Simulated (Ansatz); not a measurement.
CCl3F3Ge (`F[C](F)(F)[Ge]([Cl])([Cl])[Cl]`). Charge 0, multiplicity 1.

Cartesian coordinates in Å:
```
F -1.120 0.771 -1.461
C -0.925 0.548 -0.162
F -1.968 -0.139 0.304
F -0.890 1.726 0.462
Ge 0.789 -0.468 0.138
Cl 2.403 0.675 -0.618
Cl 1.038 -0.791 2.216
Cl 0.672 -2.322 -0.878
```

**Question.** List the harmonic frequencies (cm⁻¹, unscaled) at PBE0-D4/def2-TZVP in Ansatz. (An estimate is asked.)

**Answer.** Ansatz gave: 27, 83, 83, 142, 142, 150, 257, 257, 300, 426, 464, 464, 531, 531, 750, 1182, 1183, 1183.

**Question.** Is this a minimum?

**Answer.** Yes, all 18 modes are real.

**Question.** Give the ideal-gas thermochemistry at 298.15 K and 1 bar (rigid rotor, harmonic oscillator; point group C3v, symmetry number 3).

**Answer.** Zero-point energy 48.8 kJ/mol; H(298) − E = 77.3 kJ/mol; entropy 425.4 J/(mol·K), of which translation 177.6, rotation 119.5, vibration 128.3; G(298) − E = -49.5 kJ/mol. Modes under 100 cm⁻¹ are hindered rotations or soft bends, so the harmonic entropy is rough.
